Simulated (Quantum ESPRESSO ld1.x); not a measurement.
ld1.x (Quantum ESPRESSO 7.5) input

```
 &input
    atom='K',
    iswitch=1,
    rel=2,
    dft='PZ',
    config='[Ne] 3s2 3p5 4s0 3d0',
    rel_dist='average',
    verbosity='high',
    lsmall=.true.,
    prefix='ld1',
    max_out_wfc=37,
    file_charge='ld1.rho',
 /
```

It prints (banner and zero overlaps left out):

```
     Program LD1 v.7.5 starts

     --------------------------- All-electron run ----------------------------

     dirac relativistic calculation

     atomic number is 19.00
     dft =PZ   lsd =0 sic =0 latt =0  beta=0.20 tr2=1.0E-14
     Exchange-correlation= PZ
                           (   1   1   0   0   0   0   0)
     mesh =1945 r(mesh) = 100.23937 a.u. xmin = -8.00 dx = 0.00800
     1 Ry =  13.60569312 eV, c = 137.03599908

     n l j   nl                  e(Ry)          e(Ha)          e(eV)
     Spin orbit split results
     1 0 0.5 1S 1( 2.00)    -259.822661793    -129.911330897  -3535.0674028
     2 0 0.5 2S 1( 2.00)     -27.603167219     -13.801583609   -375.5602224
     2 1 0.5 2P 1( 2.00)     -22.441584262     -11.220792131   -305.3333087
     2 1 1.5 2P 1( 4.00)     -22.229228583     -11.114614292   -302.4440625
     3 0 0.5 3S 1( 2.00)      -4.129447271      -2.064723635    -56.1839923
     3 1 0.5 3P 1( 1.67)      -2.901075522      -1.450537761    -39.4711433
     3 1 1.5 3P 1( 3.33)      -2.878798981      -1.439399490    -39.1680555
     4 0 0.5 4S 1( 0.00)      -1.013483316      -0.506741658    -13.7891430
     3 2 1.5 3D 1( 0.00)      -1.143672523      -0.571836262    -15.5604574
     3 2 2.5 3D 1( 0.00)      -1.142386470      -0.571193235    -15.5429597
     Averaged results
     1 0     1S 1( 2.00)    -259.822661793    -129.911330897  -3535.0674028
     2 0     2S 1( 2.00)     -27.603167219     -13.801583609   -375.5602224
     2 1     2P 1( 6.00)     -22.300013810     -11.150006905   -303.4071445
     3 0     3S 1( 2.00)      -4.129447271      -2.064723635    -56.1839923
     3 1     3P 1( 5.00)      -2.886224494      -1.443112247    -39.2690848
     4 0     4S 1( 0.00)      -1.013483316      -0.506741658    -13.7891430
     3 2     3D 1( 0.00)      -1.142900891      -0.571450446    -15.5499588

     final scf error:  5.0E-15 reached in  24 iterations

     Etot =   -1198.442754 Ry,    -599.221377 Ha,  -16305.644330 eV

     Ekin =    1206.048206 Ry,     603.024103 Ha,   16409.121787 eV
     Encl =   -2829.395502 Ry,   -1414.697751 Ha,  -38495.886919 eV
     Eh   =     487.222133 Ry,     243.611067 Ha,    6628.994824 eV
     Exc  =     -62.317591 Ry,     -31.158796 Ha,    -847.874022 eV

     normalization and overlap integrals

     s(1S/1S) =  1.000000  <r> =   0.0812  <r2> =    0.0089  r(max) =   0.0531
     LC norm =  0.99542301 + SC norm =  0.00457699 =  1.00000000
     s(2S/2S) =  1.000000  <r> =   0.3887  <r2> =    0.1792  r(max) =   0.3184
     LC norm =  0.99924827 + SC norm =  0.00075173 =  1.00000000
     s(2P/2P) =  1.000000  <r> =   0.3492  <r2> =    0.1514  r(max) =   0.2607
     LC norm =  0.99926643 + SC norm =  0.00073357 =  1.00000000
     s(2P/2P) =  1.000000  <r> =   0.3517  <r2> =    0.1534  r(max) =   0.2628
     LC norm =  0.99927259 + SC norm =  0.00072741 =  1.00000000
     s(3S/3S) =  1.000000  <r> =   1.2350  <r2> =    1.7586  r(max) =   1.0656
     LC norm =  0.99985462 + SC norm =  0.00014538 =  1.00000000
     s(3P/3P) =  1.000000  <r> =   1.3494  <r2> =    2.1381  r(max) =   1.1270
     LC norm =  0.99987858 + SC norm =  0.00012142 =  1.00000000
     s(3P/3P) =  1.000000  <r> =   1.3566  <r2> =    2.1605  r(max) =   1.1270
     LC norm =  0.99987961 + SC norm =  0.00012039 =  1.00000000
     s(4S/4S) =  1.000000  <r> =   3.3299  <r2> =   12.5359  r(max) =   2.9909
     LC norm =  0.99996968 + SC norm =  0.00003032 =  1.00000000
     s(3D/3D) =  1.000000  <r> =   1.8384  <r2> =    4.2024  r(max) =   1.3332
     LC norm =  0.99993738 + SC norm =  0.00006262 =  1.00000000
     s(3D/3D) =  1.000000  <r> =   1.8406  <r2> =    4.2117  r(max) =   1.3332
     LC norm =  0.99993752 + SC norm =  0.00006248 =  1.00000000

     LC charge = 16.98407135 + SC charge =  0.01592865 = 17.00000000

     ------------------------ End of All-electron run ------------------------
```

Run on one thread of a shared host, so times are rough (Intel(R) Xeon(R) Processor @ 2.60GHz): 0.63 s of CPU time, 0.65 s wall, 24 iterations on 1945 mesh points.
